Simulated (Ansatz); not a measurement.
This geometry of ClF3H2NTa + H2 (10 atoms, charge 0, multiplicity 1) is a first-order saddle point.

Level of theory: RKS r2SCAN-D4/def2-SVP in Ansatz.

```xyz
10
Properties=species:S:1:pos:R:3
Ta -0.527 -0.410 0.183
Cl 2.535 0.658 0.469
F -0.493 -0.221 2.056
F -0.022 -0.623 -1.618
N -0.712 1.532 -0.045
H -0.607 2.176 0.739
H -0.471 1.996 -0.920
F -2.156 -1.310 0.065
H 0.929 -1.470 0.491
H 1.955 -0.563 0.526
```

(1) Which two structures does it join? (They come from a converged band through this point; their orientation in space is the band's.)

(2) How far does it lie above each of them?

## Answers

(1) Bonds broken: Ta1–Cl2, H9–H10. Bonds formed: Ta1–H9, Cl2–H10. ClF3H2NTa + H2 becomes ClH + F3H3NTa.

Initial state:

```xyz
10
Properties=species:S:1:pos:R:3
Ta -0.006 0.301 0.099
Cl 2.289 0.604 0.218
F -0.288 0.581 1.948
F -0.014 0.175 -1.788
N -1.046 1.932 -0.152
H -1.422 2.486 0.616
H -1.308 2.298 -1.066
F -0.906 -1.346 0.211
H 1.221 -2.789 0.915
H 1.910 -2.475 0.946
```

Final state:

```xyz
10
Properties=species:S:1:pos:R:3
Ta -0.775 -0.426 0.200
Cl 3.274 0.488 0.313
F -0.937 -0.238 2.069
F -0.312 -0.710 -1.605
N -0.521 1.499 0.000
H -0.658 2.173 0.752
H -0.353 1.958 -0.894
F -2.401 -1.365 0.049
H 0.774 -1.218 0.568
H 2.341 -0.396 0.492
```

(2) 156.2 kJ/mol above the first and 8.3 kJ/mol above the second. This is the barrier of this one path; another mechanism may lie lower. The orbitals stay closed-shell, which can raise the energy where a bond breaks towards radicals; this wasn't checked here.

The run took 8.9 min on 4 threads of Arm Neoverse V2 (shared host), peak memory 0.23 GiB.
